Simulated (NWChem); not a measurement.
System: TiNH₂SCl; SMILES [Cl][Ti]([NH2])=[S]

```xyz
6

Ti     0.2064     0.0528    -0.0427
S     -0.9690     1.7307     0.0155
Cl    -0.6264    -2.0120    -0.0292
N      1.9451     0.4343     0.4558
H      2.6568    -0.2801     0.6126
H      2.3165     1.3509     0.6961
```
Atoms are numbered in this order, from 1.

Level: PBE0/def2-SVP (NWChem), optimised geometry, unscaled harmonic frequencies. 

```json
[
 {"frequency (cm⁻¹)": "37", "IR intensity (km/mol)": "22.5"},
 {"frequency (cm⁻¹)": "118", "IR intensity (km/mol)": "2.7"},
 {"frequency (cm⁻¹)": "177", "IR intensity (km/mol)": "5.0"},
 {"frequency (cm⁻¹)": "417", "IR intensity (km/mol)": "40.8"},
 {"frequency (cm⁻¹)": "451", "IR intensity (km/mol)": "10.2"},
 {"frequency (cm⁻¹)": "498", "IR intensity (km/mol)": "2.9"},
 {"frequency (cm⁻¹)": "604", "IR intensity (km/mol)": "219.5"},
 {"frequency (cm⁻¹)": "665", "IR intensity (km/mol)": "132.4"},
 {"frequency (cm⁻¹)": "759", "IR intensity (km/mol)": "142.9"},
 {"frequency (cm⁻¹)": "1488", "IR intensity (km/mol)": "46.4"},
 {"frequency (cm⁻¹)": "3548", "IR intensity (km/mol)": "99.4"},
 {"frequency (cm⁻¹)": "3659", "IR intensity (km/mol)": "43.3"}
]
```

```
Property                                                                           Result
-----------------------------------------------------------------------  ----------------
zero-point energy                                                           17.7 kcal/mol
thermal correction to the enthalpy at 298.15 K (with zero-point energy)     22.2 kcal/mol
heat capacity Cv                                                         18.5 cal/(mol K)
entropy at 298.15 K and 1 atm (symmetry number 1)                        82.3 cal/(mol K)
dipole moment                                                                      4.08 D
```

Rigid rotor and harmonic oscillator; modes under 100 cm⁻¹ make the entropy uncertain.
